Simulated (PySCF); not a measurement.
# Fine-structure interval of Co(8+) by level of theory

Co(8+) [Ar] 3d1 [3d3/2^1, M_J = 3/2] → Co(8+) [Ar] 3d1 [3d5/2^1, M_J = 5/2], as a difference of total energies. All numbers are calculated (PySCF 2.14, the two-component X2C-1e Hamiltonian, in an uncontracted even-tempered set (17 s from 0.43 bohr⁻², ratio 2.8; 12 p from 0.56 bohr⁻², ratio 2.8; 8 d from 0.56 bohr⁻², ratio 2.8; 4 f from 1.6 bohr⁻², ratio 3)). Correlated levels: [Ne] frozen; the 70 highest virtual spinors dropped. "Screened" scales the spin-orbit matrix elements by Boettger's factors to mimic the two-electron term; Breit and QED terms are absent.

```json
{"method": "GHF (screened spin-orbit)", "fine-structure interval (cm⁻¹)": "2673.3"}
{"method": "GMP2 (screened spin-orbit)", "fine-structure interval (cm⁻¹)": "2391.5"}
{"method": "GHF (bare spin-orbit)", "fine-structure interval (cm⁻¹)": "4164.0"}
```
